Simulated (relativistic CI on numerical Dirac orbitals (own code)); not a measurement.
# Electric-dipole lines of Sn VI

Computed by Dirac-Coulomb-Breit CI, orbitals from a KLI potential per configuration, model QED, valence Slater integrals scaled by 0.85, P86 correlation energy added to each configuration (own radial code, finite nucleus).

Configuration list (outside the closed core [Ar] 3d10): 4s2 4p6 4d9, 4s2 4p6 4d8 5s, 4s2 4p6 4d8 4f, 4s2 4p6 4d8 5p, 4s2 4p5 4d10, 4s2 4p6 4d8 5d, 4s2 4p6 4d8 6s, 4s2 4p6 4d8 6p, 4s2 4p6 4d8 5f, 4s2 4p6 4d8 6d, 4s2 4p6 4d7 5s 5p, 4s 4p6 4d10, 4s2 4p6 4d8 5g, 4s2 4p6 4d8 6f, 4s2 4p6 4d7 5s2, 4s2 4p6 4d6 4f 5s2, 4s2 4p6 4d6 5s2 5p, 4s2 4p6 4d6 5s2 5d, 4s2 4p6 4d6 5s2 6s. Double excitations out of closed p, d and f shells are left out; levels of such configurations are missing from the list, as are those of other unlisted configurations, and high levels can miss mixing partners.

| λ vac (nm) | Lower | Upper | A (s⁻¹) | gf | Branching (%) |
| --- | --- | --- | --- | --- | --- |
| 29.440 | 4s2 4p6 4d9 2D_5/2 [1] | 4s2 4p6 4d8 5p 2F°_7/2 [41] | 8.68e+09 | 9.02e-01 | 82.3 |
| 74.876 | 4s2 4p6 4d8 5p 4D°_7/2 [19] | 4s2 4p6 4d8 5d 4D_5/2 [65] | 7.78e+09 | 3.92e+00 | 89.9 |
| 74.997 | 4s2 4p6 4d8 5p 4D°_7/2 [19] | 4s2 4p6 4d8 5d 4D_7/2 [64] | 4.71e+09 | 3.18e+00 | 57.5 |
| 75.161 | 4s2 4p6 4d8 5p 4G°_7/2 [22] | 4s2 4p6 4d8 5d 4H_9/2 [76] | 5.16e+09 | 4.37e+00 | 60.9 |
| 75.362 | 4s2 4p6 4d8 5p 4G°_9/2 [20] | 4s2 4p6 4d8 5d 4F_9/2 [68] | 3.96e+09 | 3.37e+00 | 46.2 |
| 75.980 | 4s2 4p6 4d8 5p 4G°_9/2 [20] | 4s2 4p6 4d8 5d 2H_11/2 [66] | 7.28e+09 | 7.56e+00 | 85.4 |
| 76.155 | 4s2 4p6 4d8 5p 2H°_9/2 [42] | 4s2 4p6 4d8 5d 2I_11/2 [132] | 8.09e+09 | 8.44e+00 | 94.7 |
| 80.087 | 4s2 4p6 4d8 5p 4G°_11/2 [23] | 4s2 4p6 4d8 5d 4H_13/2 [67] | 7.78e+09 | 1.05e+01 | 100.0 |
| 80.411 | 4s2 4p6 4d8 5p 2H°_11/2 [51] | 4s2 4p6 4d8 5d 2I_13/2 [138] | 7.73e+09 | 1.05e+01 | 100.0 |
| 80.559 | 4s2 4p6 4d8 5p 4G°_9/2 [31] | 4s2 4p6 4d8 5d 4H_11/2 [80] | 7.65e+09 | 8.93e+00 | 99.5 |
| 80.725 | 4s2 4p6 4d8 5p 2F°_7/2 [37] | 4s2 4p6 4d8 5d 2G_9/2 [89] | 7.19e+09 | 7.02e+00 | 93.7 |
| 81.244 | 4s2 4p6 4d8 5p 4F°_7/2 [36] | 4s2 4p6 4d8 5d 4G_9/2 [84] | 4.81e+09 | 4.76e+00 | 63.0 |
| 81.256 | 4s2 4p6 4d8 5p 4F°_9/2 [27] | 4s2 4p6 4d8 5d 4G_11/2 [70] | 5.39e+09 | 6.40e+00 | 70.3 |
| 98.300 | 4s2 4p6 4d8 5s 2G_9/2 [14] | 4s2 4p6 4d8 5p 2G°_9/2 [61] | 2.14e+09 | 3.10e+00 | 83.6 |
| 99.509 | 4s2 4p6 4d8 5s 2G_7/2 [15] | 4s2 4p6 4d8 5p 2G°_7/2 [60] | 2.32e+09 | 2.76e+00 | 71.7 |
| 100.94 | 4s2 4p6 4d8 5s 4F_9/2 [3] | 4s2 4p6 4d8 5p 4F°_9/2 [27] | 1.46e+09 | 2.24e+00 | 63.2 |
| 102.49 | 4s2 4p6 4d8 5s 2D_5/2 [13] | 4s2 4p6 4d8 5p 2F°_7/2 [55] | 1.94e+09 | 2.45e+00 | 67.7 |
| 103.63 | 4s2 4p6 4d8 5s 4F_7/2 [4] | 4s2 4p6 4d8 5p 2F°_7/2 [29] | 1.12e+09 | 1.44e+00 | 23.3 |
| 104.42 | 4s2 4p6 4d8 5s 4F_9/2 [3] | 4s2 4p6 4d8 5p 4G°_11/2 [23] | 2.31e+09 | 4.53e+00 | 100.0 |
| 105.23 | 4s2 4p6 4d8 5s 4F_7/2 [4] | 4s2 4p6 4d8 5p 4F°_9/2 [27] | 6.96e+08 | 1.15e+00 | 30.0 |
| 105.53 | 4s2 4p6 4d8 5s 2F_7/2 [7] | 4s2 4p6 4d8 5p 4F°_7/2 [36] | 1.18e+09 | 1.58e+00 | 46.1 |
| 107.21 | 4s2 4p6 4d8 5s 2F_5/2 [8] | 4s2 4p6 4d8 5p 2F°_7/2 [37] | 1.04e+09 | 1.44e+00 | 24.2 |
| 108.05 | 4s2 4p6 4d8 5s 2F_7/2 [7] | 4s2 4p6 4d8 5p 4G°_9/2 [31] | 1.67e+09 | 2.91e+00 | 75.7 |
| 108.45 | 4s2 4p6 4d8 5s 2G_9/2 [14] | 4s2 4p6 4d8 5p 2H°_11/2 [51] | 2.10e+09 | 4.44e+00 | 99.9 |
| 110.16 | 4s2 4p6 4d8 5s 4F_7/2 [4] | 4s2 4p6 4d8 5p 4G°_7/2 [22] | 7.79e+08 | 1.13e+00 | 45.1 |
| 112.86 | 4s2 4p6 4d8 5s 4F_9/2 [3] | 4s2 4p6 4d8 5p 4G°_9/2 [20] | 7.08e+08 | 1.35e+00 | 43.8 |
| 113.22 | 4s2 4p6 4d8 5s 4F_7/2 [4] | 4s2 4p6 4d8 5p 4D°_5/2 [21] | 1.28e+09 | 1.47e+00 | 76.1 |
| 117.69 | 4s2 4p6 4d8 5s 4F_9/2 [3] | 4s2 4p6 4d8 5p 4D°_7/2 [19] | 1.44e+09 | 2.39e+00 | 91.9 |
| 118.25 | 4s2 4p6 4d8 5s 4F_7/2 [4] | 4s2 4p6 4d8 5p 4G°_9/2 [20] | 7.79e+08 | 1.63e+00 | 48.2 |
| 119.30 | 4s2 4p6 4d8 5s 2G_7/2 [15] | 4s2 4p6 4d8 5p 2H°_9/2 [42] | 1.33e+09 | 2.84e+00 | 85.1 |

Terms are leading LS components. Brackets give the number of a level in order of energy, since labels repeat. The list gives strong lines, with weight on those to low levels, without lines whose two gauges differ by over a factor of 2.5, among the lowest 200 of 1689 levels, so that lines to higher ones, which can be the strongest, are missing. Levels whose partners in the same complex of configurations lie outside the list can be far off, and so can their lines. Rates are taken at the computed energies, electric ones in the length gauge.

At this charge configurations can still be misplaced by up to about 7 % of their energy. 36 of the 69 excited levels that our extract of the measured tables holds in this range could be paired (the sources list more); they are missed by 6093 cm⁻¹ on average and 8388 at most, and levels without a partner can miss by more.

LS names give the leading component of a level, which can be under half, so a name can repeat, a term be missing and a line seem to break the LS rules.
